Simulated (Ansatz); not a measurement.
Basis-set extrapolation for C₂H₆FNSSi, SMILES `CN1C[Si]1(F)S` (PBE0-D4/def2-TZVP geometry, frozen core, Ansatz). Multiplicity 1, RHF reference.

```tsv
	def2-TZVPP	def2-QZVPP
HF	-919.765907	-919.797522
MP2 correlation	-1.086373	-1.171909
CCSD(T) correlation	-1.176965	not run
```

Energies in hartree. Use E(X) = E(∞) + A·exp(−7.88·√X) for Hartree–Fock and E(X) = E(∞) + B·X^(−2.97) for correlation, with X = 3 and 4, and add CCSD(T) minus MP2 of the smaller set to the MP2 limit.

Question: What is the CCSD(T) energy at the basis-set limit?

Answer: HF limit: -919.797522 + (-0.031615) × 0.13774 = -919.80188. MP2 limit: -1.171909 + (-0.085536) × 0.74074 = -1.23527. Higher-order term: -1.176965 − (-1.086373) = -0.09059. Total: -921.12774 hartree, 5.03 eV below CCSD(T)/def2-TZVPP.
